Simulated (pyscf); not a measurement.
H₂As–AsH₂ -> H₂As–AsH₂ (concerted two-bond exchange; singlet surface; As–H, As–H broken, As–H, As–H formed). Single points on ωB97X-D3(BJ)/def2-SVP structures (PySCF, gas phase). Correlated levels are frozen-core, on RHF or UHF. ΔMP2 is the change of the MP2 total energy from the triple- to the quadruple-zeta basis. Energies in kcal/mol from the reactant's lowest minimum found.

| level | barrier | reaction energy |
|---|---|---|
| PBE/def2-TZVP | 50.1 | 0.0 |
| B3LYP-D3(BJ)/def2-TZVP | 55.4 | 0.0 |
| PBE0-D3(BJ)/def2-TZVP | (withheld) | 0.0 |
| MP2/def2-QZVPP | 54.2 | 0.0 |
| CCSD/def2-TZVPP | 60.8 | 0.0 |
| CCSD(T)/def2-TZVPP | 57.7 | 0.0 |
| CCSD(T)/def2-TZVPP + ΔMP2(QZVPP) | (withheld) | 0.0 |

**Question.** Complete the blanks.

**Answer.** 
- PBE0-D3(BJ)/def2-TZVP, barrier: 55.3
- CCSD(T)/def2-TZVPP + ΔMP2(QZVPP), barrier: 56.4

From the product side, AsH₂• + AsH₂• lies, by one bond made or cut, 9.6 kcal/mol under this saddle at ωB97M-D3(BJ)/def2-TZVP. The same reactants have a lower exit, to AsH₂• + AsH₂• (no saddle counted: cutting one bond costs +49.8 kcal/mol at ωB97M-D3(BJ)/def2-TZVP, against +59.3 kcal/mol here). One saddle was located; it need not be the lowest between these sides. The CCSD(T) − MP2 part came from Ansatz, without density fitting, on the same reference. The frozen core leaves the outer d or s,p core shells of the metals and heavy elements correlated in the MP2 and CC values, and def2-TZVPP describes them poorly, which can shift differences by a few kcal/mol. Elements up to Kr have no core potential and no relativistic terms here.
